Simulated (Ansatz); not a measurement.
Consider the cleavage of the B–B bond: `CB(F)BCl` + `C=N` → `C=NB(C)F` + `BCl`.

Calculated with Ansatz (gas phase, PBE0-D4/def2-TZVP geometries, no zero-point term in ΔE). CBS: MP2 limit from def2 TZ/QZ plus the TZ coupled-cluster correction, frozen cores. This one scheme is used for every species. Functionals use def2-TZVPP. B3LYP here is the variant with VWN-RPA as its local correlation; programs differ in this. One conformer a species, not always the lowest.

`CB(F)BCl`:

Z-matrix (Å, degrees):
```
C
B 1 1.561
H 1 1.092 2 112.9
H 1 1.093 2 112.9 3 124.9
H 1 1.098 2 107.6 3 -118.8
F 2 1.336 1 118.2 3 17.6
B 2 1.699 1 123.9 3 -164.2
Cl 7 1.748 2 118.7 1 -83.0
H 7 1.196 2 125.8 1 95.1
```

`C=N`:

```xyz
5

C     0.110    0.374    0.024
N     0.274   -0.858    0.237
H    -0.751    0.811   -0.495
H     0.870    1.074    0.374
H    -0.504   -1.401   -0.140
```

`C=NB(C)F`:

Z-matrix (Å, degrees):
```
C
B 1 1.566
H 1 1.090 2 113.5
H 1 1.094 2 110.2 3 121.8
H 1 1.095 2 109.6 3 -121.4
N 2 1.385 1 123.0 3 -2.2
F 2 1.345 1 119.3 3 -178.6
C 6 1.240 2 159.8 1 88.0
H 8 1.098 6 122.6 2 4.2
H 8 1.096 6 121.3 2 -176.0
```

`BCl`:

```xyz
4

B     0.025    0.119    0.092
Cl   -0.264   -1.234   -0.951
H     0.772    0.967   -0.283
H    -0.533    0.148    1.142
```

```csv
level,ΔE (kcal/mol)
B2PLYP,-27.1
revPBE,-24.9
B3LYP,-27.4
HF/def2-QZVPP,-26.7
```

Q: What does CCSD(T)/CBS give? (Estimate.)

A: The calculation gave: -25.1 kcal/mol. The listed levels differ from it by -2.0, 0.2, -2.3, -1.6 kcal/mol.

Largest T1 diagnostic among the species: 0.013.

Leaving LDA and LC-ωPBE aside and taking each functional with its dispersion term where it has one, the values, not all of them listed here, spread over 2.4 kcal/mol, from CAM-B3LYP-D4 to ωB97X-V. LDA lies −3.0 kcal/mol from PBE without D4. At CCSD(T), def2-SVP lies −3.2 kcal/mol from the extrapolated value and def2-TZVPP −0.1 kcal/mol.
